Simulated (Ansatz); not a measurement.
```xyz
9

N     1.775    2.122    0.144
C     1.249    1.147   -0.159
C     0.604   -0.097   -0.542
C    -0.657   -0.377    0.238
N    -0.781   -1.416    0.910
I    -2.164    1.123    0.016
H     1.289   -0.932   -0.373
H     0.364   -0.053   -1.608
H    -1.679   -1.519    1.374
```

Total charge 0; spin multiplicity 1. I takes the def2 core potential.

Task: List the PBE/def2-TZVPP orbital energies in eV (the Gaussian-basis code of Ansatz). (Best estimate.)

Result: Ansatz gave: Occupied: -381.39, -380.71, -272.26, -271.10, -270.30, -180.33, -127.75, -127.45, -127.43, -49.85, -49.76, -49.75, -49.50, -49.50, -24.08, -22.92, -20.34, -18.12, -15.43, -13.29, -13.00, -11.92, -10.79, -9.52, -8.75, -8.62, -8.41, -7.41, -6.89, -6.76. Lowest empty: -2.40, -2.33, -0.57, -0.50, 0.12, 1.03, 1.83, 2.05.
